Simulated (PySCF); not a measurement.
**Working out the ionisation energy of N⁺**

N⁺ [He] 2s2 2p2 (3P) → N²⁺ [He] 2s2 2p1 (2P). Calculation: PySCF 2.14, in dyall-av2z; the non-relativistic Hamiltonian (point nucleus). Frozen: 1s2; the 8 highest virtual orbitals dropped. Energies in hartree (1 hartree = 27.21139 eV):

| part | N⁺ (lower) | N²⁺ (upper) |
| --- | --- | --- |
| UHF | -53.891659 | -52.818171 |
| CCSD correlation | -0.085535 | -0.080275 |
| (T) | -0.001079 | -0.000745 |

Task: What does Hartree-Fock give?

Result: (-52.818171) − (-53.891659) = 1.073488 hartree = 29.211 eV.

Task: What do CCSD and CCSD(T) give?

Result: The CCSD correlation energies differ by 0.005260 hartree = 0.143 eV and the triples by 0.000334 hartree = 0.009 eV, so CCSD gives 29.354 eV and CCSD(T) 29.363 eV.

A first-order spin-orbit estimate adds -0.003 eV to CCSD(T) (valence), giving 29.360 eV against 29.601 eV (semi-empirical (NIST evaluation); NIST Atomic Spectra Database, ionization energies).

A double-zeta basis recovers only part of the correlation energy.

What remains against the reference includes basis incompleteness, the frozen core and higher excitations.
